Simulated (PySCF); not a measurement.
# Computed spin Hamiltonian

Compound: C6H14N (doublet state).
SMILES with atom numbers: `[CH2:1][CH2:2][C:3]([CH3:4])([CH3:5])[CH2:6][NH2:7]` (hydrogens: H8, H9 on C1; H10, H11 on C2; H12, H13, H14 on C4; H15, H16, H17 on C5; H18, H19 on C6; H20, H21 on N7)

Cartesian coordinates in Å at the GFN2-xTB level; atoms count from 1:
```xyz
21
C6H14N angstrom
C      1.8018    1.3836   -0.7416
C      1.5336   -0.0141   -0.3801
C      0.0955   -0.2716    0.1749
C     -0.0770   -1.7639    0.4476
C     -0.1053    0.5136    1.4711
C     -0.9100    0.1789   -0.8982
N     -2.2818   -0.0673   -0.4871
H      1.7910    1.7034   -1.7649
H      1.9710    2.1221    0.0179
H      2.2270   -0.3381    0.4039
H      1.6710   -0.6566   -1.2524
H     -1.1040   -1.9619    0.7416
H      0.1391   -2.3448   -0.4460
H      0.5894   -2.0891    1.2432
H      0.6977    0.2969    2.1721
H     -0.1118    1.5838    1.2779
H     -1.0456    0.2358    1.9410
H     -0.7334   -0.4017   -1.8082
H     -0.7065    1.2393   -1.1320
H     -2.9150    0.1175   -1.2565
H     -2.5355    0.5512    0.2755
```

The hyperfine couplings belong to this conformer and change with its torsions.

Method: UKS B3LYP, pcH-1 on C H N, non-relativistic, mean-field spin-orbit, GIAO (PySCF 2.14.0). The structure is a single GFN2-xTB conformer in the gas phase; no vibrational or solvent corrections. A GFN2-xTB geometry isn't a minimum of the functional, and hyperfine couplings can be far from their values at a DFT geometry. The SCF solution wasn't tested for stability.

```json
{"g1, g2, g3": "2.00221, 2.00279, 2.00309", "g_iso": "2.00269", "Form of g": "rhombic: the two nearest values differ by 35 % of g3 − g1", "⟨S²⟩": "0.7538 (exact 0.7500)", "HOMO–LUMO gap, α and β orbitals": "6.52, 4.90 eV", "Total energy": "-291.78743 Eh", "Basis functions": "315"}
```

Hyperfine couplings atom by atom, in mT; T1 to T3 are the principal values of the dipolar part (MHz turned into mT with g_iso):

| atom | isotope | a_iso | T1 | T2 | T3 | Mulliken spin population |
| --- | --- | --- | --- | --- | --- | --- |
| C1 | 13C | 3.14 | -2.87 | -2.84 | 5.71 | 1.07 |
| C2 | 13C | -1.22 | -0.08 | 0.00 | 0.08 | -0.09 |
| C3 | 13C | 2.06 | -0.27 | -0.24 | 0.52 | 0.06 |
| C4 | 13C | -0.08 | -0.02 | -0.02 | 0.04 | 0.00 |
| C5 | 13C | -0.03 | -0.04 | 0.00 | 0.03 | 0.00 |
| C6 | 13C | 0.08 | -0.09 | -0.03 | 0.11 | 0.01 |
| N7 | 14N | 0.04 | -0.01 | -0.01 | 0.02 | 0.01 |
| H8 | 1H | -2.26 | -1.39 | 0.00 | 1.39 | -0.05 |
| H9 | 1H | -2.23 | -1.38 | 0.00 | 1.39 | -0.05 |
| H10 | 1H | 2.69 | -0.17 | -0.16 | 0.33 | 0.03 |
| H11 | 1H | 0.51 | -0.18 | -0.15 | 0.32 | 0.01 |
| H12 | 1H | 0.15 | -0.04 | -0.03 | 0.07 | 0.00 |
| H13 | 1H | 0.01 | -0.05 | -0.04 | 0.09 | 0.00 |
| H14 | 1H | 0.00 | -0.05 | -0.03 | 0.09 | 0.00 |
| H15 | 1H | 0.03 | -0.07 | -0.06 | 0.13 | 0.00 |
| H16 | 1H | 0.01 | -0.14 | -0.10 | 0.24 | 0.00 |
| H17 | 1H | 0.00 | -0.05 | -0.04 | 0.09 | 0.00 |
| H18 | 1H | 0.05 | -0.08 | -0.06 | 0.14 | 0.00 |
| H19 | 1H | 0.10 | -0.26 | -0.10 | 0.36 | 0.00 |
| H20 | 1H | 0.05 | -0.03 | -0.02 | 0.06 | 0.00 |
| H21 | 1H | 0.00 | -0.04 | -0.02 | 0.06 | 0.00 |

Largest spin populations (Mulliken): C1 (+1.07) and C2 (-0.09). No atom but C1 exceeds +0.15. The positive populations add up to 1.19 and the negative ones to -0.19, together 2S = 1. The angles at C1 add up to 359.9°, so it is planar; its axial dipolar tensor and the negative couplings of its protons fit spin in a p orbital normal to that plane.

Axes: g2 points within 5° of the C1–C2 bond.

Under fast tumbling the dipolar parts average out, and these isotropic splittings remain: 2 × 1H (H8/H9, I = 1/2, 3 lines) with 2.25 mT, 2 × 1H (H10/H11, I = 1/2, 3 lines) with 1.60 mT, 2 × 1H (H18/H19, I = 1/2, 3 lines) with 0.07 mT, 1 × 14N (N7, I = 1, 3 lines) with 0.04 mT and 6 × 1H (H12 (×6), I = 1/2, 7 lines) with 0.03 mT.

Class means assume fast exchange of nuclei equivalent by connectivity; if that motion is slow, each nucleus keeps its own coupling. The 1H value of +44.8 MHz is a mean of couplings from 14.2 to 75.3 MHz in this one geometry, not an average over conformers.

The 13C coupling of C1 (88.1 MHz) shows only in satellite lines or after enrichment, since that isotope makes up about 1.07 % of natural carbon.
